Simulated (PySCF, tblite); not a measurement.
Species: C4H11NO2Si3.
Bonds: O1–C2 (double), C2–O3, C2–C4, C4–C5 (triple), C5–Si6, Si6–C7, C7–N8, N8–Si9, N8–Si10. Hydrogens: H11 on O3; H12, H13 on Si6; H14, H15 on C7; H16, H17, H18 on Si9; H19, H20, H21 on Si10.

Jobs on this species (21 atoms, 100 electrons) with PySCF (density fitting) and tblite. Hardware of each: Arm Neoverse N1, one thread, shared host. Times come from a shared host and carry two figures at best.

Question: Rank these jobs by wall time, shortest first.
A. GFN2-xTB; L-BFGS relaxation
B. PBE0/pcSseg-1; shieldings, charges and field gradients; 246 basis functions
C. GFN2-xTB; Hessian by finite differences

Answer: C (2.4 s), A (5.8 s), B (1.9 min).

All jobs:

```
level and settings                                     work  basis functions  SCF cycles  wall time
          GFN2-xTB            Hessian by finite differences                –           –      2.4 s
          GFN2-xTB                        L-BFGS relaxation                –           –      5.8 s
     PBE0/pcSseg-1  shieldings, charges and field gradients              246          15    1.9 min
```

Question: What do all jobs in the table cost together?

Answer: About 2.0 min; the longest takes about 93 % of that, and about 48 times as long as the shortest.
